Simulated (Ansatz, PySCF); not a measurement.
C3H9O2, charge +1, singlet, at a GFN2-xTB geometry. Base run: PBE/6-31G* (PySCF).

Geometry (Å):
```xyz
14

C      1.9026     0.1327     0.2293
C      0.4958     0.3301    -0.3034
O     -0.3137     1.1273     0.5766
C     -0.2900    -0.9977    -0.3717
O     -1.6874    -0.6098    -0.2403
H      2.4478     1.0724     0.2241
H      1.8729    -0.2427     1.2488
H      2.4389    -0.5751    -0.3949
H      0.5205     0.7974    -1.2949
H     -0.0847     2.0614     0.5122
H     -0.1541    -1.5075    -1.3250
H      0.0064    -1.6537     0.4483
H     -1.5017     0.3361     0.2341
H     -2.1876    -1.2189     0.3317
```
Charge +1, spin multiplicity 1.
All else is at PySCF's defaults.

The same geometry, method and basis name were run in Ansatz (a quantum-chemistry and plane-wave program) and PySCF, at each program's defaults and at the settings that a row names. The base is PySCF at its defaults. Differences at the defaults can come from grids, fitting, cores and function types together.

```
code and settings                                                               ΔE vs base (mEh)  basis functions      E (Eh)  SCF cycles
------------------------------------------------------------------------------  ----------------  ---------------  ----------  ----------
PySCF, defaults (exact integrals, its default grid, spherical functions)                   0.000               88  -269.54889          11
Ansatz, defaults (factorised integrals, its default grid, Cartesian functions)            -5.040               93  -269.55393           -
PySCF, density fitting with def2-universal-jkfit                                               …               88           …          11
PySCF, fine grid                                                                           0.003               88  -269.54889          11
Ansatz, high accuracy, Cartesian functions as the basis file defines them                 -5.037               93  -269.55393           -
```

### Question
Some entries are withheld; supply them.

### Answer

- PySCF, density fitting with def2-universal-jkfit, ΔE vs base (mEh): -0.157
- PySCF, density fitting with def2-universal-jkfit, E (Eh): -269.54905
